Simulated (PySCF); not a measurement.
# Field gradients at the hydrogen positions

Compound: C₇H₁₅B.
Geometry (PBE0-D3(BJ)/def2-SVP, Å), atoms numbered from 1 in this order:
```xyz
23
C7H15B angstrom
C      2.749   -0.318    0.255
C      1.351   -0.915    0.233
C      0.342   -0.057   -0.520
C     -1.068   -0.630   -0.580
B     -2.163    0.037   -1.485
C     -3.540   -0.110   -0.754
C     -3.261   -1.087    0.397
C     -1.790   -0.866    0.759
H      3.458   -0.958    0.802
H      3.142   -0.182   -0.766
H      2.752    0.671    0.741
H      1.002   -1.071    1.268
H      1.381   -1.920   -0.227
H      0.707    0.116   -1.548
H      0.301    0.943   -0.050
H     -1.019   -1.621   -1.102
H     -1.966    0.563   -2.558
H     -3.695    0.915   -0.346
H     -4.435   -0.321   -1.359
H     -3.396   -2.122    0.036
H     -3.936   -0.967    1.260
H     -1.372   -1.696    1.351
H     -1.690    0.044    1.379
```

Level: PBE0/pcSseg-1 (PySCF, non-relativistic); Q(2H) = 0.00286 b; rigid geometry, the same for H and D, with no vibrational averaging.

Question: Rank these positions by the coupling χzz of a deuteron there, largest first.
A. H17 (B–H hydrogen)
B. H19 (methylene hydrogen)
C. H9 (methyl hydrogen)
D. H15 (methylene hydrogen)
E. H16 (methine hydrogen)

Answer: B (201 kHz), C (197 kHz), D (189 kHz), E (178 kHz), A (134 kHz).

What are Vzz, η and χzz (234.96 MHz × Q × Vzz) at all hydrogens?

| atom | bonded to | bond length (Å) | Vzz (au) | η | χzz (kHz) |
| --- | --- | --- | --- | --- | --- |
| H9 | C1 | 1.101 | 0.2931 | 0.02 | 197 |
| H10 | C1 | 1.102 | 0.2899 | 0.02 | 195 |
| H11 | C1 | 1.102 | 0.2901 | 0.02 | 195 |
| H12 | C2 | 1.104 | 0.2843 | 0.02 | 191 |
| H13 | C2 | 1.105 | 0.2825 | 0.02 | 190 |
| H14 | C3 | 1.104 | 0.2834 | 0.02 | 190 |
| H15 | C3 | 1.106 | 0.2810 | 0.03 | 189 |
| H16 | C4 | 1.121 | 0.2641 | 0.04 | 178 |
| H17 | B5 | 1.212 | 0.2000 | 0.13 | 134 |
| H18 | C6 | 1.114 | 0.2780 | 0.03 | 187 |
| H19 | C6 | 1.101 | 0.2991 | 0.05 | 201 |
| H20 | C7 | 1.104 | 0.2842 | 0.01 | 191 |
| H21 | C7 | 1.102 | 0.2906 | 0.01 | 195 |
| H22 | C8 | 1.102 | 0.2905 | 0.01 | 195 |
| H23 | C8 | 1.106 | 0.2814 | 0.01 | 189 |

Average by the element that carries the hydrogen.

on C: 192 kHz over 14 positions, mean bond length 1.105 Å; on B: 134 kHz over 1 position, mean bond length 1.212 Å.

How does χzz go with the bond length over the 14 C–H bonds?

A straight-line fit has a slope of -9.1 kHz for each 0.01 Å, with a correlation coefficient of -0.92, over lengths from 1.101 to 1.121 Å. The longer bonds have the smaller couplings here.

Give the 2H NMR doublet splittings at H18 for a magnetic field along the z, y and x axes of the gradient: 3χ/2, 3χ(1 + η)/4, 3χ(1 − η)/4.

With |χ| = 186.8 kHz and η = 0.033: 280, 145 and 135 kHz, to first order and without motion.

One conformer (not necessarily the lowest) at the PBE0-D3(BJ)/def2-SVP geometry, without solvent, vibrations or thermal averaging. The small basis limits the accuracy of the gradients.
